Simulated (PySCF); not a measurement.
## Working with the constants of BAs⁺

UHF-CCSD(T) constants of BAs⁺, ⁴Σ⁻ (quartet), unpaired electrons σ ↑, π ↑↑ (B def2-TZVPPD, As def2-TZVPPD; no relativity (PySCF 2.14); masses 11.0093 and 74.9216 u):

* ωe: 577.1 cm⁻¹
* ωexe: 7.59 cm⁻¹
* Be: 0.44001 cm⁻¹
* αe: 0.00598 cm⁻¹
* De to B⁺ + As: 2.07 eV

(1) What force constant and bond length do these constants imply?

(2) Estimate the centrifugal constant D from the Kratzer relation and find the Dunham coefficient a1.

Correlated steps freeze 10 core orbitals. Spin–orbit coupling is left out. For an ion De counts to the pair picked by the measured ionisation energies or electron affinities, which need not be the lowest pair at this level. The state is the lowest determinant that a PBE0 search found; another state may lie lower at other levels.

## Answers

(1) Reduced mass μred = 9.5988 u; k = 5.8918×10⁻⁷·μred·ωe² (u, cm⁻¹, mdyn/Å) = 1.88 mdyn/Å; Re = √(16.8576/(μred·Be)) (u, cm⁻¹, Å) = 1.998 Å.

(2) D = 4Be³/ωe² = 1.02e-06 cm⁻¹; a1 = −1 − αeωe/(6Be²) = -3.97.
